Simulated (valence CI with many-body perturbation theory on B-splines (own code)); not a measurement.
## Os70+: one-electron terms

Calculated by relativistic CI+MBPT: four valence electrons over a frozen Dirac-Fock core [He], radial functions for each j: 11 s, 11 p, 9 d, 7 f, 5 g, 2 h, 1 i, with the one-electron correlation potential Σ1, the two-electron term Σ2, the three-electron term Σ3, Breit, model QED; selected CI, second order for the rest (own B-spline code, finite nucleus).

No measured spectrum was set against this ion. As an estimate, large intervals hold to a few tenths of a per cent, small ones and those within an open d or f shell to about a per cent. Among the levels kept, up to 300 cm⁻¹ of a level comes from second order outside the variational space, and about a tenth of that is noise between levels of different J, which matters for small intervals.

These are the spectroscopic orbitals of the CI (the correlating ones are not listed), shaped by the core and the other valence electrons. h is the expectation value of the core's Dirac-Fock operator, without the valence repulsion; Σ1 is computed up to l = 3 at one energy for each symmetry, that of its lowest orbital but kept below the first core excitation, so for empty shells it is not the orbital's own correlation shift; Breit and QED include the response of the core.

```
Orbital  h (hartree)  Σ1 (cm⁻¹)  Breit (cm⁻¹)  QED (cm⁻¹)  ⟨r⟩ (bohr)
  2s1/2      -770.13      -1649        138495      173014     0.07180
  3s1/2      -333.28       -422         38046       49700      0.1687
  4s1/2      -184.01       -167         14963       20264      0.3084
  5s1/2      -116.28      -82.5          7447       10161      0.4900
  2p1/2      -762.55      -4603        279413        9798     0.05896
  3p1/2      -331.15      -1066         73550        1926      0.1568
  4p1/2      -183.15       -412         28799         730      0.2972
  5p1/2      -115.85       -202         14273         356      0.4796
  2p3/2      -699.37      -2626         88525       25112     0.06646
  3p3/2      -312.36       -614         24794        6633      0.1675
  4p3/2      -175.28       -239         12375        2687      0.3114
  5p3/2      -111.85       -118          6237        1349      0.4973
  3d3/2      -311.63       -281          2638        -248      0.1411
  4d3/2      -174.98       -123          1455         4.2      0.2856
  5d3/2       -111.7      -63.6           706        23.9      0.4721
  3d5/2      -306.45       -232           849        2041      0.1446
  4d5/2      -172.78       -100           470         959      0.2899
  5d5/2      -110.57      -51.8           219         511      0.4774
  4f5/2       -172.7      -21.8          15.3        -255      0.2490
  5f5/2      -110.53      -12.5          12.7        -123      0.4369
  4f7/2      -171.64      -20.2           4.6         239      0.2514
  5f7/2      -109.99      -11.4           3.8         131      0.4395
  5g7/2      -109.98                      0.1       -83.5      0.3836
  5g9/2      -109.66                      0.0        66.9      0.3854
```

Among the shells of the start configuration 2s2 2p2, Σ1 is largest in size for 2p1/2, where it is 0.0028 % of h.

Lowest root of each symmetry, sizes in configuration state functions:

| J | Parity | Roots | Reference | Variational | Second order | Change by selected CI (cm⁻¹) | Change by second order (cm⁻¹) |
| --- | --- | --- | --- | --- | --- | --- | --- |
| 0 | even | 12 | 38 | 21685 | 22733 | -27058 | 0 |
| 1 | even | 21 | 82 | 40000 | 55972 | -22619 | -30 |
| 2 | even | 23 | 91 | 39997 | 110689 | -24264 | -108 |
| 3 | even | 12 | 61 | 40000 | 139855 | -21312 | -71 |
| 4 | even | 5 | 28 | 39049 | 118867 | -22799 | -13 |
| 5 | even | 2 | 8 | 21394 | 57188 | -20560 | -11 |
| 0 | odd | 8 | 34 | 17555 | 17471 | -27062 | -1 |
| 1 | odd | 20 | 88 | 39999 | 70326 | -32471 | -16 |
| 2 | odd | 19 | 99 | 40000 | 95383 | -25808 | -60 |
| 3 | odd | 9 | 76 | 39997 | 121781 | -23733 | -65 |
| 4 | odd | 3 | 44 | 31905 | 75277 | -21535 | -9 |
